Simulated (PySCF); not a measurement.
Atoms are numbered as in `[CH:1]#[C:2][SiH2:3][Si:4]([CH3:5])([SiH3:6])[SiH3:7]`; H(Xn) means a hydrogen on atom n.

Computational details: geometry: GFN2-xTB, PBE0/pcSseg-1 with gauge-including orbitals, in PySCF 2.14.0 with density-fitted response routines (one averaged value for each set of equivalent atoms, relativity neglected, no solvent, one conformer).

Problem. List the cross peaks expected in HSQC, COSY and HMBC spectra.

Solution. 

HSQC (one-bond C–H):
```csv
δH,δC
1.98 (H(C1)),106.6 (C1)
0.44 (H(C5)),-6.4 (C5)
```

HMBC (two and three bonds, from the bond graph):
```csv
δH,δC
4.44 (H(Si3)),"106.6 (C1), 83.9 (C2), -6.4 (C5)"
3.56 (H(Si6)/H(Si7)),-6.4 (C5)
1.98 (H(C1)),83.9 (C2)
```

No COSY cross peaks are expected.

Shifts are taken against calculated references (same method and geometry level): TMS for $^{1}$H (σ = 31.72 ppm), $^{13}$C (σ = 186.93 ppm).

Shifts are as computed. Against solution values, carbons near 30 ppm lie about +3 ppm off and those near 130 ppm about +5 ppm. Of 1211 compounds with measured shifts, 218 miss one by over three times the rms of a fit or turn the order of signals round; such compounds aren't used in these exercises.
